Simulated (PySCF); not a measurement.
C4H15NSi2, SMILES [SiH3][Si](C)(N(C)C)C (GFN2-xTB optimised geometry):

```
22

C     -2.455    -1.141     1.967
N     -1.114    -1.313     1.465
C     -0.522    -2.537     1.941
Si    -0.565    -0.560     0.000
C     -1.251    -1.415    -1.581
C     -1.265     1.216     0.000
Si     1.752    -0.560     0.000
H     -2.860    -0.196     1.622
H     -3.120    -1.949     1.638
H     -2.444    -1.139     3.062
H     -1.082    -3.419     1.602
H      0.502    -2.621     1.584
H     -0.512    -2.545     3.035
H     -2.339    -1.428    -1.591
H     -0.925    -0.909    -2.485
H     -0.914    -2.447    -1.648
H     -2.322     1.247    -0.249
H     -0.746     1.818    -0.739
H     -1.135     1.698     0.964
H      2.283     0.481    -0.884
H      2.322    -1.818    -0.499
H      2.383    -0.339     1.305
```

Method: PySCF with CAM-B3LYP/def2-SVP.

Task: What are the frontier orbital energies and the dipole moment?

Result: HOMO-2 -9.95 eV, HOMO-1 -9.25 eV, HOMO -7.38 eV, LUMO 1.79 eV, LUMO+1 1.90 eV; dipole moment 1.32 D.

Meta-Löwdin charges at CAM-B3LYP/def2-SVP: C1 -0.18, N2 -0.44, C3 -0.17, Si4 0.79, C5 -0.55, C6 -0.54, Si7 0.21, H8 0.10, H9 0.07, H10 0.09, H11 0.07, H12 0.09, H13 0.09, H14 0.10, H15 0.11, H16 0.10, H17 0.11, H18 0.11, H19 0.11, H20 -0.09, H21 -0.09, H22 -0.09.
